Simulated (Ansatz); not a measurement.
Relaxation of Hg6Te3Br6 with RKS PBE-D4/def2-SVP.

```sh
$ ansatz run in.yaml --threads 2 --pin off --events-out ev --progress --plain --max-ram 32768MiB --backend cuda --devices 0, --max-vram 18GiB
```

```yaml
crystal:
  periodic: [false, false, false]
  atoms:
    - {symbol: Hg, position_ang: [2.199270, -3.958530, -0.761670]}
    - {symbol: Hg, position_ang: [-1.126160, -2.720440, 0.680290]}
    - {symbol: Hg, position_ang: [-3.068930, 0.967830, 1.386000]}
    - {symbol: Hg, position_ang: [0.014810, 3.943070, -1.307860]}
    - {symbol: Hg, position_ang: [-0.624990, 0.208190, -1.404190]}
    - {symbol: Hg, position_ang: [1.731450, 0.769420, 1.767910]}
    - {symbol: Te, position_ang: [-3.045080, -1.121200, -0.530290]}
    - {symbol: Te, position_ang: [1.323370, -1.422290, 0.003960]}
    - {symbol: Te, position_ang: [-0.508640, 2.161590, 0.772360]}
    - {symbol: Br, position_ang: [4.085150, -5.148770, -1.781930]}
    - {symbol: Br, position_ang: [-4.699690, 1.940230, 2.956460]}
    - {symbol: Br, position_ang: [0.418380, 6.311160, -1.786840]}
    - {symbol: Br, position_ang: [-0.190580, -5.091270, -0.181130]}
    - {symbol: Br, position_ang: [3.512800, 1.086890, 3.442340]}
    - {symbol: Br, position_ang: [-0.021160, 2.074120, -3.255390]}
basis:
  gaussian: {orbitals: def2-SVP, fitting: {mean_field: def2-universal-jkfit}}
hamiltonian: {xc: pbe, dispersion: d4}
scf: {lower_state_search: "off"}
output: {orbitals: {seedname: orbitals}}
relax: {f_tol: 0.03, max_steps: 70}
```

Hardware: 2 threads of AMD EPYC 7R13 on a shared host and a share (18 GiB) of an NVIDIA H100 80GB HBM3. Wall time 2.5 min, peak host memory 1.1 GiB.

Positions (Å) and forces (eV/Å) at steps 1, 2, 3, 4, 5, 6, 7, 8, 9, 10, 11, 12, 13, 15, 16, 17, 18, 19, 20 of 32:

```xyz
15
step=1 energy=-467120.3805 eV
Hg    2.199   -3.959   -0.762    0.306    0.323   -0.031
Hg   -1.126   -2.720    0.680   -0.172    0.086   -0.177
Hg   -3.069    0.968    1.386   -0.236   -0.504   -0.290
Hg    0.015    3.943   -1.308    0.048    0.094    0.315
Hg   -0.625    0.208   -1.404   -0.203   -0.087   -0.203
Hg    1.731    0.769    1.768   -0.019    0.306    0.094
Te   -3.045   -1.121   -0.530   -0.389    0.024   -0.004
Te    1.323   -1.422    0.004    0.405   -0.107   -0.100
Te   -0.509    2.162    0.772    0.262    0.303    0.380
Br    4.085   -5.149   -1.782    0.320   -0.277   -0.174
Br   -4.700    1.940    2.956   -0.203    0.218    0.316
Br    0.418    6.311   -1.787    0.063    0.420   -0.109
Br   -0.191   -5.091   -0.181   -0.456   -0.459    0.211
Br    3.513    1.087    3.442    0.274    0.019    0.267
Br   -0.021    2.074   -3.255    0.001   -0.359   -0.494
15
step=2 energy=-467120.7302 eV
Hg    2.269   -3.986   -0.784    0.162    0.184   -0.039
Hg   -1.171   -2.687    0.528    0.251   -0.076   -0.274
Hg   -3.199    0.877    1.363   -0.329   -0.171   -0.033
Hg    0.056    3.975   -1.305    0.054   -0.041    0.206
Hg   -0.723    0.187   -1.416    0.038    0.141    0.067
Hg    1.821    0.879    1.850   -0.089    0.254    0.024
Te   -3.231   -1.139   -0.586    0.196    0.106    0.062
Te    1.444   -1.402   -0.018   -0.337   -0.080   -0.054
Te   -0.474    2.238    0.891    0.094   -0.084   -0.095
Br    4.160   -5.244   -1.822   -0.072   -0.077    0.026
Br   -4.745    1.970    3.024    0.225    0.004   -0.064
Br    0.444    6.387   -1.820   -0.015   -0.092   -0.045
Br   -0.242   -5.179   -0.124   -0.137    0.149    0.154
Br    3.634    1.126    3.550    0.026   -0.072   -0.013
Br   -0.043    2.000   -3.334   -0.067   -0.145    0.079
15
step=3 energy=-467120.9258 eV
Hg    2.322   -3.869   -0.796    0.284    0.160   -0.093
Hg   -1.138   -2.671    0.362    0.232   -0.290   -0.076
Hg   -3.323    0.784    1.299   -0.492   -0.108    0.184
Hg    0.082    3.917   -1.218    0.003    0.075    0.224
Hg   -0.762    0.240   -1.408    0.090    0.165   -0.046
Hg    1.805    0.979    1.896   -0.042    0.271    0.166
Te   -3.250   -1.157   -0.685    0.088    0.160    0.081
Te    1.430   -1.310   -0.032   -0.178   -0.227   -0.127
Te   -0.544    2.214    0.960    0.259   -0.011   -0.163
Br    4.098   -5.349   -1.790   -0.204    0.067    0.101
Br   -4.590    2.066    3.087    0.339   -0.174   -0.305
Br    0.432    6.308   -1.876    0.005   -0.157   -0.023
Br   -0.154   -5.186   -0.030   -0.218    0.282    0.118
Br    3.672    1.033    3.575   -0.102   -0.068   -0.156
Br   -0.080    2.003   -3.345   -0.064   -0.147    0.114
15
step=4 energy=-467121.1168 eV
Hg    2.386   -3.760   -0.808    0.319    0.047   -0.157
Hg   -1.115   -2.673    0.285    0.178   -0.338    0.006
Hg   -3.458    0.653    1.264   -0.481    0.117    0.372
Hg    0.092    3.910   -1.120    0.023    0.194    0.189
Hg   -0.779    0.274   -1.405    0.082    0.126   -0.063
Hg    1.766    1.080    1.940    0.075    0.231    0.221
Te   -3.253   -1.182   -0.754    0.015    0.112    0.053
Te    1.406   -1.261   -0.041   -0.025   -0.193   -0.085
Te   -0.593    2.195    0.986    0.235    0.010   -0.117
Br    4.032   -5.425   -1.758   -0.275    0.199    0.153
Br   -4.441    2.125    3.099    0.345   -0.361   -0.473
Br    0.461    6.251   -1.943    0.005   -0.211    0.010
Br   -0.106   -5.153    0.025   -0.238    0.222    0.090
Br    3.704    0.949    3.542   -0.204   -0.042   -0.235
Br   -0.102    2.017   -3.314   -0.054   -0.114    0.037
15
step=5 energy=-467121.2997 eV
Hg    2.421   -3.651   -0.833    0.297   -0.068   -0.161
Hg   -1.082   -2.703    0.237    0.038   -0.204    0.045
Hg   -3.605    0.523    1.235   -0.279    0.251    0.421
Hg    0.125    3.926   -1.012    0.033    0.293    0.067
Hg   -0.775    0.310   -1.402    0.041    0.002   -0.042
Hg    1.741    1.215    1.980    0.212    0.105    0.259
Te   -3.239   -1.208   -0.803    0.016    0.026   -0.012
Te    1.394   -1.223   -0.035    0.019   -0.093   -0.043
Te   -0.617    2.189    1.000    0.112    0.056   -0.013
Br    3.945   -5.457   -1.710   -0.246    0.235    0.131
Br   -4.307    2.117    3.081    0.219   -0.416   -0.471
Br    0.506    6.190   -2.018    0.013   -0.234    0.055
Br   -0.097   -5.141    0.080   -0.181    0.083    0.061
Br    3.727    0.868    3.483   -0.258    0.020   -0.261
Br   -0.136    2.044   -3.284   -0.036   -0.055   -0.035
15
step=6 energy=-467121.4586 eV
Hg    2.426   -3.570   -0.863    0.137   -0.060   -0.100
Hg   -1.155   -2.787    0.203   -0.032   -0.118    0.052
Hg   -3.691    0.376    1.202   -0.097    0.154    0.198
Hg    0.215    4.003   -0.917   -0.032    0.125   -0.011
Hg   -0.705    0.270   -1.392    0.093    0.051   -0.058
Hg    1.772    1.411    2.001    0.090    0.037    0.149
Te   -3.227   -1.235   -0.896    0.012    0.005    0.003
Te    1.336   -1.255    0.065   -0.005    0.043    0.019
Te   -0.606    2.232    0.997    0.051    0.050    0.053
Br    3.863   -5.408   -1.748   -0.145    0.129    0.065
Br   -4.297    1.951    3.049    0.116   -0.256   -0.260
Br    0.697    6.163   -2.053    0.038   -0.134    0.032
Br   -0.161   -5.170    0.216   -0.071   -0.039    0.023
Br    3.791    0.945    3.382   -0.132    0.032   -0.162
Br   -0.258    2.073   -3.245   -0.024   -0.019   -0.003
15
step=7 energy=-467121.5585 eV
Hg    2.410   -3.532   -0.893    0.044   -0.020   -0.051
Hg   -1.221   -2.900    0.146   -0.108   -0.077    0.051
Hg   -3.686    0.278    1.168   -0.011    0.048    0.074
Hg    0.229    4.068   -0.881   -0.019    0.100   -0.074
Hg   -0.536    0.262   -1.294    0.107    0.061   -0.095
Hg    1.723    1.605    2.008    0.077    0.021    0.122
Te   -3.153   -1.229   -0.981   -0.020   -0.013   -0.011
Te    1.299   -1.329    0.234   -0.006    0.079    0.074
Te   -0.670    2.371    1.042    0.028   -0.035    0.048
Br    3.772   -5.379   -1.840   -0.104    0.099    0.032
Br   -4.263    1.797    3.047    0.064   -0.137   -0.123
Br    0.858    6.137   -2.097    0.029   -0.102    0.014
Br   -0.245   -5.256    0.285    0.003   -0.065    0.003
Br    3.799    1.060    3.250   -0.076    0.032   -0.107
Br   -0.314    2.045   -3.195   -0.008    0.008    0.044
15
step=8 energy=-467121.6445 eV
Hg    2.351   -3.435   -0.900   -0.080    0.155    0.170
Hg   -1.326   -3.028    0.139   -0.072    0.040   -0.080
Hg   -3.657    0.174    1.129    0.050   -0.011   -0.073
Hg    0.226    4.112   -0.864   -0.003   -0.025    0.041
Hg   -0.378    0.272   -1.293    0.107   -0.004   -0.016
Hg    1.718    1.748    2.065    0.054   -0.008    0.008
Te   -3.106   -1.245   -1.065    0.097   -0.089    0.033
Te    1.221   -1.328    0.414   -0.064   -0.115   -0.182
Te   -0.681    2.408    1.071   -0.042    0.153   -0.032
Br    3.647   -5.289   -1.893   -0.032    0.033   -0.047
Br   -4.209    1.647    3.028    0.012   -0.028    0.038
Br    0.994    6.086   -2.151   -0.001   -0.070    0.022
Br   -0.285   -5.340    0.345   -0.014    0.033    0.016
Br    3.846    1.141    3.157    0.006    0.038   -0.014
Br   -0.361    2.078   -3.182   -0.019   -0.102    0.115
15
step=9 energy=-467121.7296 eV
Hg    2.293   -3.368   -0.844   -0.033    0.002    0.053
Hg   -1.441   -3.143    0.065   -0.050    0.016   -0.102
Hg   -3.583    0.086    1.057    0.048   -0.006   -0.054
Hg    0.246    4.147   -0.833    0.036    0.075   -0.041
Hg   -0.211    0.253   -1.223    0.023    0.120   -0.113
Hg    1.704    1.915    2.075    0.029   -0.050   -0.004
Te   -3.040   -1.271   -1.173    0.009   -0.062    0.019
Te    1.123   -1.389    0.571   -0.010    0.039   -0.018
Te   -0.726    2.541    1.124    0.010    0.008    0.034
Br    3.516   -5.186   -1.986   -0.030    0.071   -0.017
Br   -4.134    1.471    3.025    0.023   -0.017    0.030
Br    1.125    6.024   -2.197   -0.022   -0.096    0.036
Br   -0.340   -5.394    0.393   -0.014    0.023    0.028
Br    3.882    1.273    3.052   -0.042    0.057   -0.026
Br   -0.416    2.041   -3.107    0.023   -0.178    0.175
15
step=10 energy=-467121.7902 eV
Hg    2.211   -3.300   -0.761    0.052   -0.068   -0.024
Hg   -1.507   -3.207   -0.052   -0.018   -0.089   -0.009
Hg   -3.494    0.033    0.985    0.020   -0.010    0.007
Hg    0.254    4.165   -0.808    0.034    0.019    0.019
Hg   -0.115    0.238   -1.160   -0.008    0.098   -0.072
Hg    1.693    1.971    2.065   -0.015    0.006   -0.018
Te   -3.029   -1.304   -1.271    0.006   -0.019   -0.044
Te    1.059   -1.376    0.721   -0.061    0.021    0.003
Te   -0.752    2.615    1.173   -0.016   -0.004    0.022
Br    3.400   -5.044   -2.051   -0.047    0.090    0.023
Br   -4.031    1.326    3.022    0.038   -0.007    0.010
Br    1.215    5.942   -2.239   -0.016   -0.042    0.002
Br   -0.384   -5.417    0.436   -0.028    0.113   -0.004
Br    3.910    1.383    2.970    0.029    0.019    0.010
Br   -0.429    1.976   -3.031    0.030   -0.127    0.076
15
step=11 energy=-467121.8270 eV
Hg    2.161   -3.230   -0.685    0.005   -0.075   -0.061
Hg   -1.634   -3.274   -0.138    0.117   -0.160   -0.008
Hg   -3.401   -0.042    0.925   -0.017    0.008   -0.043
Hg    0.284    4.147   -0.755   -0.008    0.057   -0.016
Hg   -0.046    0.249   -1.122    0.000   -0.020    0.021
Hg    1.696    2.044    2.061   -0.022   -0.043    0.021
Te   -3.029   -1.323   -1.389   -0.032    0.001    0.037
Te    0.943   -1.375    0.833   -0.020    0.053   -0.023
Te   -0.783    2.656    1.240    0.037    0.020   -0.034
Br    3.309   -4.898   -2.110   -0.041    0.106    0.071
Br   -3.893    1.193    3.014    0.041   -0.019    0.013
Br    1.280    5.835   -2.273   -0.021   -0.061    0.036
Br   -0.414   -5.395    0.493   -0.096    0.157   -0.031
Br    3.947    1.498    2.908    0.024    0.021   -0.001
Br   -0.423    1.916   -3.003    0.033   -0.046    0.018
15
step=12 energy=-467121.8430 eV
Hg    2.072   -3.161   -0.613    0.068   -0.112   -0.102
Hg   -1.692   -3.324   -0.259    0.156   -0.238    0.123
Hg   -3.341   -0.077    0.862   -0.007   -0.010    0.034
Hg    0.282    4.149   -0.729    0.044    0.037   -0.009
Hg   -0.026    0.237   -1.085    0.028   -0.091    0.141
Hg    1.697    2.045    2.087    0.007    0.009   -0.017
Te   -3.057   -1.355   -1.473   -0.079    0.074   -0.005
Te    0.834   -1.351    0.933   -0.006    0.034    0.016
Te   -0.783    2.690    1.283   -0.006   -0.010   -0.032
Br    3.237   -4.738   -2.134   -0.061    0.112    0.106
Br   -3.733    1.080    3.027    0.028   -0.047   -0.055
Br    1.322    5.745   -2.312   -0.032   -0.034    0.025
Br   -0.435   -5.372    0.528   -0.132    0.184   -0.093
Br    3.995    1.597    2.870   -0.006   -0.005    0.004
Br   -0.372    1.835   -2.984   -0.003    0.097   -0.136
15
step=13 energy=-467121.8523 eV
Hg    2.055   -3.151   -0.606    0.026   -0.025   -0.002
Hg   -1.693   -3.325   -0.262    0.048   -0.101    0.041
Hg   -3.342   -0.099    0.866   -0.012   -0.005    0.021
Hg    0.297    4.155   -0.726    0.031    0.036   -0.044
Hg   -0.022    0.242   -1.075   -0.005   -0.037    0.077
Hg    1.699    2.047    2.076    0.029   -0.002    0.002
Te   -3.078   -1.357   -1.477   -0.008    0.010    0.027
Te    0.817   -1.346    0.956    0.004   -0.002   -0.043
Te   -0.782    2.683    1.266   -0.006    0.011   -0.010
Br    3.237   -4.707   -2.118   -0.022    0.049    0.041
Br   -3.705    1.051    3.037    0.028   -0.034   -0.029
Br    1.325    5.744   -2.324   -0.026   -0.031    0.036
Br   -0.451   -5.372    0.514   -0.073    0.100   -0.056
Br    3.997    1.601    2.867   -0.026    0.002   -0.004
Br   -0.354    1.835   -2.994    0.013    0.029   -0.056
15
step=15 energy=-467121.8817 eV
Hg    2.041   -3.091   -0.492   -0.018    0.002    0.040
Hg   -1.802   -3.343   -0.374   -0.028    0.067   -0.045
Hg   -3.284   -0.176    0.972    0.011    0.012    0.010
Hg    0.312    4.187   -0.832   -0.011   -0.028    0.036
Hg   -0.040    0.243   -1.032   -0.021   -0.010    0.042
Hg    1.644    2.061    2.033   -0.026    0.012   -0.014
Te   -3.179   -1.295   -1.455    0.013    0.008    0.056
Te    0.691   -1.350    1.042   -0.010   -0.016   -0.054
Te   -0.804    2.739    1.154   -0.014    0.004    0.018
Br    3.328   -4.592   -1.964    0.010    0.006    0.001
Br   -3.410    0.865    3.223    0.027   -0.033   -0.033
Br    1.348    5.776   -2.407    0.025    0.038   -0.049
Br   -0.561   -5.396    0.294    0.028   -0.041    0.007
Br    3.919    1.595    2.868    0.005   -0.006    0.008
Br   -0.201    1.776   -3.030    0.008   -0.016   -0.021
15
step=16 energy=-467121.8947 eV
Hg    2.019   -3.095   -0.437    0.005    0.008   -0.008
Hg   -1.816   -3.330   -0.445   -0.075    0.109   -0.023
Hg   -3.231   -0.184    1.018    0.008    0.009    0.067
Hg    0.324    4.201   -0.863   -0.054   -0.046    0.018
Hg   -0.083    0.244   -1.006    0.010    0.017   -0.041
Hg    1.603    2.073    2.012   -0.050   -0.006    0.005
Te   -3.206   -1.246   -1.438   -0.012    0.011    0.036
Te    0.612   -1.372    1.064    0.012    0.003    0.028
Te   -0.835    2.772    1.115    0.032    0.005    0.004
Br    3.374   -4.555   -1.892   -0.002    0.010    0.020
Br   -3.254    0.788    3.311    0.029   -0.047   -0.098
Br    1.353    5.777   -2.453    0.038    0.038   -0.046
Br   -0.582   -5.393    0.193    0.048   -0.093    0.002
Br    3.863    1.586    2.871    0.003   -0.005    0.000
Br   -0.142    1.734   -3.050    0.007   -0.014    0.035
15
step=17 energy=-467121.9069 eV
Hg    2.006   -3.078   -0.389    0.059   -0.045   -0.036
Hg   -1.846   -3.292   -0.483   -0.057    0.027   -0.053
Hg   -3.169   -0.213    1.066   -0.019    0.060    0.063
Hg    0.293    4.211   -0.929    0.003   -0.062    0.066
Hg   -0.090    0.237   -0.988    0.004    0.061   -0.066
Hg    1.547    2.057    2.021   -0.044    0.043   -0.044
Te   -3.260   -1.202   -1.426    0.028    0.021    0.115
Te    0.577   -1.368    1.103   -0.026   -0.012    0.018
Te   -0.857    2.802    1.071   -0.012   -0.016   -0.003
Br    3.421   -4.521   -1.812   -0.041    0.041    0.046
Br   -3.085    0.720    3.380    0.036   -0.072   -0.133
Br    1.365    5.780   -2.502    0.018    0.033   -0.055
Br   -0.618   -5.391    0.067    0.040   -0.026    0.003
Br    3.803    1.556    2.879    0.010   -0.016    0.021
Br   -0.087    1.701   -3.059    0.000   -0.039    0.057
15
step=18 energy=-467121.9185 eV
Hg    2.009   -3.054   -0.345    0.042   -0.064   -0.036
Hg   -1.895   -3.301   -0.546    0.009    0.020    0.004
Hg   -3.148   -0.190    1.108    0.051   -0.007    0.080
Hg    0.310    4.187   -0.953   -0.070   -0.007    0.023
Hg   -0.075    0.238   -0.980   -0.010    0.023   -0.042
Hg    1.500    2.083    1.992   -0.068   -0.018    0.024
Te   -3.294   -1.158   -1.393   -0.002    0.015    0.099
Te    0.529   -1.372    1.130   -0.009    0.003   -0.029
Te   -0.908    2.809    1.034    0.085    0.034   -0.010
Br    3.453   -4.494   -1.744   -0.043    0.058    0.055
Br   -2.911    0.667    3.447    0.000   -0.064   -0.174
Br    1.363    5.756   -2.543    0.032    0.012   -0.025
Br   -0.617   -5.390   -0.041   -0.022    0.051   -0.026
Br    3.729    1.530    2.892    0.002    0.010   -0.001
Br   -0.044    1.690   -3.060    0.004   -0.066    0.057
15
step=19 energy=-467121.9323 eV
Hg    2.005   -3.063   -0.296    0.023   -0.050   -0.067
Hg   -1.925   -3.268   -0.599    0.029   -0.012    0.004
Hg   -3.076   -0.206    1.154    0.012    0.025    0.094
Hg    0.283    4.205   -1.007    0.001   -0.022    0.027
Hg   -0.098    0.229   -0.965    0.016    0.045   -0.071
Hg    1.437    2.076    2.021   -0.030    0.008   -0.029
Te   -3.343   -1.106   -1.364   -0.006   -0.001    0.104
Te    0.463   -1.404    1.141    0.031    0.038    0.029
Te   -0.927    2.843    0.994    0.028    0.002   -0.003
Br    3.492   -4.474   -1.679   -0.031    0.051    0.059
Br   -2.733    0.609    3.499    0.003   -0.068   -0.190
Br    1.379    5.747   -2.600   -0.001   -0.006   -0.009
Br   -0.611   -5.354   -0.154   -0.051    0.050   -0.036
Br    3.665    1.516    2.923   -0.024   -0.001    0.012
Br   -0.012    1.650   -3.068   -0.001   -0.059    0.077
15
step=20 energy=-467121.9445 eV
Hg    1.990   -3.059   -0.267    0.050   -0.036   -0.045
Hg   -1.951   -3.226   -0.644    0.022   -0.061   -0.012
Hg   -3.027   -0.221    1.194    0.004    0.040    0.068
Hg    0.277    4.201   -1.040    0.005    0.001   -0.003
Hg   -0.090    0.226   -0.945    0.015    0.051   -0.083
Hg    1.378    2.070    2.019   -0.009    0.021   -0.001
Te   -3.416   -1.068   -1.330    0.050   -0.013    0.156
Te    0.455   -1.396    1.175   -0.013    0.009   -0.008
Te   -0.962    2.866    0.961    0.035   -0.009   -0.015
Br    3.539   -4.443   -1.608   -0.043    0.036    0.043
Br   -2.549    0.559    3.531   -0.010   -0.065   -0.187
Br    1.383    5.720   -2.652   -0.013   -0.028    0.018
Br   -0.635   -5.332   -0.280   -0.056    0.116   -0.032
Br    3.587    1.496    2.960   -0.029    0.002    0.008
Br    0.019    1.607   -3.074   -0.007   -0.065    0.094
```

In the def2 sets Hg, Te take a core potential; there is no spin–orbit coupling. Single mean-field runs in def2-SVP are fitted with def2-universal-jkfit. Another isomer (singlet) lies 0.51 eV lower at PBE0-D4/def2-TZVP; other spin states weren't run for this one.
